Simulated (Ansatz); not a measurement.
CH4N2SSi, SMILES `NC1=N[SiH2]S1`, charge 0, multiplicity 1.

**Question.** Give a relaxed structure at PBE0-D4/def2-TZVP (the Gaussian-basis code of Ansatz). (Best estimate.)

**Answer.** Computed: 
Cartesian coordinates in Å:
```
N 0.574 1.277 1.275
C 0.169 0.368 0.375
N 0.067 0.557 -0.899
Si -0.472 -1.059 -1.207
S -0.274 -1.288 0.945
H 0.781 2.206 0.952
H 0.576 1.077 2.256
H -1.860 -1.211 -1.705
H 0.440 -1.926 -1.991
```
Point group Cs.
This is one stationary point; other conformers may exist.
